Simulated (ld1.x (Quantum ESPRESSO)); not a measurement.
# Plane-wave convergence, RRKJ potential for rhodium

Rh (Z = 45), norm-conserving RRKJ (Kleinman–Bylander form), made with ld1.x (Quantum ESPRESSO) 7.5 (PBE, scalar-relativistic). Core [Ar] 3d10, reference 4s2 4p6 4d8 5s1 5p0. Waves: 4s (bound): rc 0.86 bohr; 4p (bound): rc 1.32 bohr; 4f channel at -0.05 Ry: rc 1.12 bohr; 4d (bound): rc 1.16 bohr. Local part: the d channel. Core correction: Bessel-smoothed model core inside 0.55 bohr. rho0 = 0.01.

Occupied shells without a wave of their own: 5s. They enter only through the test configuration that unscreens the potential, and ld1.x also counts them in the model core charge.

The pseudo-atom Hamiltonian at the reference potential is diagonalised in spherical Bessel functions j_l(qr) that vanish at 20 bohr, with q² up to the cutoff. All-electron valence levels (Ry): 4s -6.0632, 5s -0.3160, 4p -3.7058, 5p -0.0625, 4d -0.4366.

Question: How do the lowest levels (Ry) of each channel move with the cutoff, and are there ghosts?

Answer:

| cutoff (Ry) | s #1 | s #2 | p #1 | p #2 | f #1 | d #1 | d #2 | Σ f·Δε (mRy) |
| --- | --- | --- | --- | --- | --- | --- | --- | --- |
| 8 | -4.8515 | -0.2263 | -2.3550 | -0.0243 | 0.1092 | 0.0496 | 0.1126 | 14507.6 |
| 21 | -5.2996 | -0.2519 | -3.5837 | -0.0585 | 0.1092 | -0.1961 | 0.0617 | 4248.4 |
| 40 | -5.9512 | -0.3041 | -3.6262 | -0.0603 | 0.1092 | -0.4068 | 0.0598 | 952.4 |
| 70 | -6.0520 | -0.3146 | -3.7008 | -0.0624 | 0.1092 | -0.4355 | 0.0597 | 63.1 |
| 110 | -6.0603 | -0.3155 | -3.7056 | -0.0626 | 0.1092 | -0.4365 | 0.0596 | 8.6 |
| 200 | -6.0632 | -0.3158 | -3.7059 | -0.0626 | 0.1092 | -0.4365 | 0.0596 | 0.4 |
| 400 | -6.0634 | -0.3158 | -3.7059 | -0.0626 | 0.1092 | -0.4365 | 0.0596 | 0.0 |

Result: no extra level below or beside the all-electron valence levels (s, p, f, d tested); 10 mRy is reached at 110 Ry and 1 mRy at 160 Ry.

ld1.x takes every shell without a wave as core, so the model core holds the 5s electrons as well and exchange and correlation see them twice. This cancels in the reference configuration, but the file is broken for other ones, and its errors say nothing about a proper core correction.
